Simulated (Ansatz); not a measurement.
Calculated with Ansatz (gas phase, PBE0-D4/def2-TZVP geometries, no zero-point term in ΔE). CCSD(T)/CBS adds triple-zeta CCSD(T) − MP2 to the extrapolated MP2 energy (def2 sets, frozen cores). This one scheme is used for every species. DFT in def2-TZVPP. One conformer a species, not always the lowest.

Reaction (substitution at a C–B bond): `FBCF` + `OBO` → `OBOCF` + `BF`

`FBCF`:

Cartesian coordinates in Å:
```
F -0.102 1.047 -1.600
B 0.353 0.714 -0.412
C -0.225 -0.521 0.353
F -1.222 -1.198 -0.322
H 1.225 1.382 0.073
H -0.616 -0.198 1.329
H 0.588 -1.226 0.580
```

`OBO`:

Cartesian coordinates in Å:
```
O 0.204 -0.425 -0.986
B 0.025 -0.122 0.331
O -0.430 1.106 0.673
H 0.529 -1.316 -1.128
H 0.258 -0.907 1.205
H -0.587 1.664 -0.096
```

`OBOCF`:

Z-matrix (Å, degrees):
```
C
F 1 1.369
O 1 1.380 2 109.5
H 1 1.092 2 107.8 3 117.9
H 1 1.095 2 107.6 3 -121.4
B 3 1.370 1 120.6 2 -92.0
O 6 1.348 3 119.3 1 175.3
H 6 1.196 3 121.3 1 -5.8
H 7 0.963 6 112.8 3 -1.9
```

`BF`:

```xyz
4

B    -0.026    0.018    0.038
F     0.671   -0.468   -0.968
H    -0.373   -0.741    0.897
H    -0.271    1.191    0.033
```

```json
{"level": "PBE-D4", "ΔE (eV)": "0.58"}
{"level": "r2SCAN", "ΔE (eV)": "0.57"}
{"level": "MP2/def2-TZVPP", "ΔE (eV)": "0.52"}
{"level": "CCSD/def2-TZVPP", "ΔE (eV)": "0.50"}
{"level": "MP2/def2-QZVPP", "ΔE (eV)": "0.54"}
{"level": "SCS-MP2/def2-QZVPP", "ΔE (eV)": "0.50"}
{"level": "MP2/CBS(def2)", "ΔE (eV)": "0.56"}
{"level": "CCSD/CBS(def2)", "ΔE (eV)": "0.55"}
```

What does CCSD(T)/CBS give? (An estimate is asked.)

Ansatz gave: +0.54 eV. The listed levels differ from it by 0.04, 0.03, -0.02, -0.04, 0.00, -0.04, 0.02, 0.01 eV.

Largest T1 diagnostic among the species: 0.013.

In def2-TZVPP, CCSD(T) changes the Hartree–Fock value by +0.09 eV (the triples alone add −0.01 eV) and MP2 by +0.11 eV.
